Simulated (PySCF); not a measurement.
CCuO, SMILES O=[C+][Cu], charge +1, multiplicity 1.

Coordinates come from a PBE-D3(BJ)/def2-TZVP optimisation. The spin state was assumed, not searched.

All values below come from PBE-D3(BJ)/def2-TZVP in PySCF 2.14.0.

Frequencies are harmonic and unscaled.

Modes within 1.5 cm⁻¹ of each other (mostly degenerate sets) share a row, with their intensities summed.

Problem. Give all harmonic wavenumbers and intensities. (Estimate from the structure and the level; the computed values follow.)

Solution. 
```csv
mode,ν (cm⁻¹),IR (km/mol),moving atoms (share of kinetic energy)
1–2,294,0.0,"C 76 %, O 22 %"
3,411,3.1,"O 42 %, Cu 31 %, C 28 %"
4,2213,138.4,"C 59 %, O 41 %"
```
